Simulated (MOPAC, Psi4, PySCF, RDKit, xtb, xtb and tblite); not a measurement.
Two geometries of SMILES OC[SiH3] (CH6OSi), relaxed at GFN2-xTB with one dihedral held; other torsions can differ between them too.

Structure A

```
9

O     -1.2765     0.7274     0.6858
C     -0.6833    -0.2882    -0.1221
Si     0.7421     0.5719    -1.0555
H     -2.2323     0.6334     0.6812
H     -0.3490    -1.1110     0.5203
H     -1.4133    -0.7052    -0.8208
H      0.1464     1.5899    -1.9211
H      1.6349     1.1851    -0.0777
H      1.4471    -0.4333    -1.8568
```

Structure B

```
9

O     -1.2698     0.7018     0.7813
C     -0.7464    -0.2285    -0.1579
Si    -2.0510    -0.9497    -1.3474
H     -2.2199     0.5826     0.8674
H      0.0402     0.2989    -0.7050
H     -0.2496    -1.0385     0.3960
H     -3.0643    -1.6270    -0.5288
H     -2.6920     0.1479    -2.0734
H     -1.3888    -1.8850    -2.2520
```

Task: Which is lower in energy at the level DF-MP2 (frozen core)/cc-pVTZ // GFN2-xTB in Psi4 1.11, and by how much?

Result: A is lower, by 0.70 kcal/mol (dihedral H4–O1–C2–Si3: 140° in A, 20° in B).

E(B) − E(A) in kcal/mol at the other levels, on the same two geometries: GFN2-xTB (xtb and tblite) -0.01; MMFF94 // GFN2-xTB (RDKit) -2.79; B3LYP/def2-TZVP // GFN2-xTB (Psi4) 0.57; B3LYP-D3(BJ)/def2-TZVP // GFN2-xTB (Psi4) 0.42; PBE/def2-TZVP // GFN2-xTB (Psi4) 0.00; PBE-D3(BJ)/def2-TZVP // GFN2-xTB (Psi4) -0.08; HF/cc-pVTZ // GFN2-xTB (Psi4) 1.33; UFF // GFN2-xTB (RDKit) 1.09; PM7, restricted, heats of formation // GFN2-xTB (MOPAC) 3.09; AM1, restricted, heats of formation // GFN2-xTB (MOPAC) 2.48; GFN1-xTB // GFN2-xTB (xtb) 1.84; restricted B3LYP/6-31G*, spherical d // GFN2-xTB (PySCF) 0.83; restricted MP2 (frozen core)/6-31G*, spherical d // GFN2-xTB (PySCF) 1.48; restricted B3LYP/LANL2DZ, with its core potentials past Ne // GFN2-xTB (PySCF) 0.47; restricted M06-2X/6-31G*, spherical d // GFN2-xTB (PySCF) 1.11.

MMFF94 has few fitted parameters for silicon.
